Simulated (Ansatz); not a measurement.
`[SH][In]([SH])[SH]`, one more setting.

```yaml
crystal:
  periodic: [false, false, false]
  atoms:
    - {symbol: S, position_ang: [-2.098803, 0.456954, -0.997523]}
    - {symbol: In, position_ang: [0.008937, -0.005416, -0.004829]}
    - {symbol: S, position_ang: [0.115132, -0.901466, 2.192413]}
    - {symbol: S, position_ang: [2.009793, 0.428240, -1.209117]}
    - {symbol: H, position_ang: [-2.785424, 0.027834, 0.075155]}
    - {symbol: H, position_ang: [1.458201, -0.949971, 2.191401]}
    - {symbol: H, position_ang: [1.353463, 0.875725, -2.293201]}
basis:
  gaussian: {orbitals: LANL2DZ, fitting: {mean_field: def2-universal-jkfit}}
hamiltonian: {xc: {name: revPBE0}, dispersion: d4}
scf: {lower_state_search: full}
output: {forces: true}
```

```sh
$ ansatz run in.yaml --threads 4 --pin off --events-out ev --progress --plain --max-ram 10444MiB
```

Shortened log:

```
Error: <dir> can't be read: No such file or directory (os error 2)
```
